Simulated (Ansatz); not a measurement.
Basis-set series for `[NH][GeH2][Cl]` radical. The species carries charge 0 and has multiplicity 2. Geometry: relaxed with PBE0-D4/def2-TZVP. It is one conformer, not always the lowest.

```json
{"functional": "PBE0-D4", "basis": "def2-SVP", "functions": "79", "energy (Eh)": "-2592.80792", "HOMO (eV)": "-8.06", "LUMO (eV)": "-3.26"}
{"functional": "PBE0-D4", "basis": "def2-TZVPP", "functions": "163", "energy (Eh)": "-2593.29964", "HOMO (eV)": "-8.28", "LUMO (eV)": "-3.47"}
{"functional": "ωB97M-V", "basis": "def2-SVP", "functions": "79", "energy (Eh)": "-2593.11534", "HOMO (eV)": "-10.28", "LUMO (eV)": "-1.09"}
{"functional": "ωB97M-V", "basis": "def2-TZVPP", "functions": "163", "energy (Eh)": "-2593.60745", "HOMO (eV)": "-10.54", "LUMO (eV)": "-1.40"}
```

(1) Give the rows for def2-QZVPP. (Estimate.)

Answers

(1) Computed: 
```json
{"functional": "PBE0-D4", "basis": "def2-QZVPP", "functions": "306", "energy (Eh)": "-2593.36163", "HOMO (eV)": "-8.32", "LUMO (eV)": "-3.53"}
{"functional": "ωB97M-V", "basis": "def2-QZVPP", "functions": "306", "energy (Eh)": "-2593.66765", "HOMO (eV)": "-10.58", "LUMO (eV)": "-1.50"}
```

HOMO and LUMO are taken over both spins. Scalar relativity is left out up to krypton.
